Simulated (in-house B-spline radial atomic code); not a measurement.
The numbers below are computed, except where a source is named.
**Weak and strong correlation along the adiabatic connection**

Two-electron singlets in several external potentials (atomic units), by full CI in B-splines with partial waves to l = 8 (correlation energies up to 0.6 % small). The repulsion is scaled by λ at fixed density; W(λ) is the mean repulsion less the Hartree energy, W(0) = E_x, and the area under W from 0 to 1 is E_xc.

One system gave this curve:

| λ | W (hartree) |
| --- | --- |
| 0 | -0.26098 |
| 0.02 | -0.26327 |
| 0.05 | -0.26655 |
| 0.12 | -0.27351 |
| 0.25 | -0.28425 |
| 0.4 | -0.29391 |
| 0.6 | -0.30358 |
| 0.8 | -0.31076 |
| 1 | -0.31626 |
| 1.4 | -0.32414 |
| 2 | -0.33162 |
| 3 | -0.33893 |
| 4.5 | -0.34505 |
| 7 | -0.35063 |
| 10 | -0.35447 |

Problem. Which system is it?
A. −V exp(−r²/w²), V = 25.4, w = 3.84
B. −Z exp(−kr)/r, Z = 6.69, k = 0.687
C. −Z/r, Z = 3.22, wall at 2.74 bohr
D. ω²r²/2 − Z/r, ω = 0.191, Z = -0.5

Solution. D. The exchange energy sets the size: ω²r²/2 − Z/r, ω = 0.191, Z = -0.5: E_x = -0.261, E_c = -0.0348; −Z exp(−kr)/r, Z = 6.69, k = 0.687: E_x = -3.92, E_c = -0.0451; −Z/r, Z = 3.22, wall at 2.74 bohr: E_x = -1.79, E_c = -0.0436; −V exp(−r²/w²), V = 25.4, w = 3.84: E_x = -1.01, E_c = -0.043 hartree.
